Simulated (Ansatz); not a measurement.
`N[SiH](F)F` → H• + `[NH][SiH](F)F`• at 600 K and 1 bar (homolysis of the H–N bond).

Program: Ansatz. Geometries: PBE0-D4/def2-TZVP. ΔE: electronic, gas phase. CCSD(T)/CBS is the MP2 limit (def2-TZVPP, def2-QZVPP) plus CCSD(T) − MP2 in def2-TZVPP, frozen cores. This one scheme is used for every species, atoms too. No spin–orbit coupling; open shells (•) take unrestricted orbitals. One conformer a species, not always the lowest.

```
         species  CCSD(T)/CBS energy (Eh)  H − E (kJ/mol)  S (J/(mol·K))
    `N[SiH](F)F`               -545.34917           153.9          375.0
              H•                 -0.50000            12.5          129.3
`[NH][SiH](F)F`•               -544.65284           115.2          370.5
```

H − E and S are ideal-gas, rigid-rotor, harmonic terms from PBE0-D4/def2-TZVP, for one conformer and one mirror image of each species, with the whole ground term of open shells counted as degenerate. 1 Eh = 2625.50 kJ/mol, R = 8.31446 J/(mol·K).

Task: By hand: ΔE, ΔH, ΔS and ΔG.

Result: ΔE = (-0.50000) + (-544.65284) − (-545.34917) = 0.19633 Eh = 515.5 kJ/mol. Δ(H − E) = 12.5 + 115.2 − 153.9 = -26.2, so ΔH = 489.3 kJ/mol. ΔS = 129.3 + 370.5 − 375.0 = 124.8 J/(mol·K). ΔG = 489.3 − 600 × (124.8)/1000 = 414.4 kJ/mol.

Task: By hand: the equilibrium constant, and the temperature at which ΔG would vanish if ΔH and ΔS stayed fixed.

Result: log₁₀ K = −ΔG/(RT ln 10) = -36.1. ΔG = 0 at ΔH/ΔS = 3921 K, far beyond where these terms or the molecules hold.

The number of gas molecules changes by +1, which sets the sign of ΔS. A doubt of 5 kJ/mol in ΔE shifts log₁₀ K by 0.4 here. Other conformers and mirror images would add mixing entropy, several J/(mol·K) or more a flexible species. These are equilibria of isolated gas molecules and say nothing of rates. Largest T1 diagnostic: 0.012 (customary marks: 0.02 for closed shells, 0.045 for open ones).
